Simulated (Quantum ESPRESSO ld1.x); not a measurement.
Problem. Coherent X-ray form factor from a spherical all-electron density. Method: scalar-relativistic Kohn-Sham, LDA (Slater exchange, VWN5 correlation), spin-polarised, spherical densities, point nucleus; computed with ld1.x of Quantum ESPRESSO 7.5.

sin(theta)/lambda (1/angstrom)  f0 (electrons)
0.05                                     2.712
0.1                                      2.221
0.15                                     1.903
0.2                                      1.733
0.25                                     1.612
0.3                                      1.494
0.4                                      1.248
0.5                                      1.010
0.6                                      0.803
0.8                                      0.499
1                                        0.312
1.25                                     0.180
1.5                                      0.108
2                                        0.044

The species is in the configuration that NIST lists as its ground one. Which atom or ion scatters so?

Solution. Neutral lithium, [He] 2s1. Extrapolating in s^2 from the first two rows gives f0(0) = 2.9, near the electron count 3; among species with that count, the fall with angle is slower the higher Z, and the table is that of Z = 3; from so few rows the species is fixed only to a neighbour or two.
